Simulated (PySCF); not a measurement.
BrClFHOSi, SMILES O[Si](F)(Cl)Br.

Geometry optimised at B3LYP-D3(BJ)/def2-SVP. The values are those of a single conformer.

Computed with B3LYP-D3(BJ)/def2-SVP (PySCF 2.14.0).

Frequencies are harmonic and unscaled.

Q: List the normal modes with their intensities. (Estimate from the structure and the level; the computed values follow.)

A: 
| mode | ν (cm⁻¹) | IR (km/mol) | moving atoms (share of kinetic energy) |
|---|---|---|---|
| 1 | 128 | 33.3 | H 32 %, Cl 28 %, Br 14 %, F 12 %, O 10 % |
| 2 | 156 | 24.4 | H 25 %, Cl 25 %, F 18 %, O 16 %, Br 12 % |
| 3 | 222 | 42.4 | F 36 %, H 34 %, O 13 %, Br 10 % |
| 4 | 255 | 9.7 | Si 26 %, F 26 %, O 25 %, Cl 15 % |
| 5 | 262 | 22.0 | O 35 %, Br 26 %, F 18 %, H 12 % |
| 6 | 300 | 27.5 | O 31 %, F 30 %, Cl 25 % |
| 7 | 442 | 81.3 | Si 45 %, O 16 %, F 14 %, Cl 12 %, Br 12 % |
| 8 | 593 | 189.8 | Si 57 %, Cl 30 %, H 9 % |
| 9 | 785 | 296.4 | H 64 %, O 24 %, Si 9 % |
| 10 | 896 | 143.2 | F 38 %, Si 38 %, O 13 %, H 11 % |
| 11 | 988 | 122.1 | Si 46 %, O 32 %, F 15 % |
| 12 | 3868 | 137.3 | H 94 % |
